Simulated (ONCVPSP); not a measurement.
An all-electron radial function and its pseudo partner (gallium (Ga))

Columns: radius, all-electron u(r) and pseudo u(r) of the 3d shell (level -20.95 eV) of gallium in the configuration [Ne] 3s2 3p6 3d10 4s1.5 4p1.5; LDA (Perdew-Wang 92), non-relativistic, ONCV scheme, ONCVPSP 4.0.1.

```tsv
r (bohr)	all-electron	pseudo
0.068	0.0604	0.0190
0.135	0.2631	0.1305
0.202	0.5186	0.3591
0.270	0.7521	0.6532
0.338	0.9256	0.9164
0.405	1.0334	1.0811
0.473	1.0877	1.1444
0.540	1.0995	1.1368
0.608	1.0819	1.0974
0.675	1.0454	1.0490
0.742	0.9972	0.9975
0.810	0.9418	0.9418
0.878	0.8834	0.8834
0.945	0.8253	0.8253
1.013	0.7675	0.7675
1.080	0.7125	0.7125
1.148	0.6594	0.6594
1.215	0.6099	0.6099
1.283	0.5627	0.5627
1.350	0.5193	0.5193
1.418	0.4784	0.4784
1.485	0.4409	0.4409
1.553	0.4056	0.4056
1.620	0.3736	0.3736
1.688	0.3435	0.3435
1.755	0.3161	0.3161
```

Q: How many radial nodes do the two functions have?

A: The all-electron 3d function has n − l − 1 = 0; the pseudo-wave has 0.

Q: At about which radius was the pseudo-wave matched?

A: 0.80 bohr, where the columns begin to agree (steps of 0.07 bohr).

Q: Is the pseudo-wave norm-conserving?

A: Yes: the ONCV scheme keeps the norm inside the radius equal to the all-electron one, which fixes the energy derivative of the logarithmic derivative at the level.
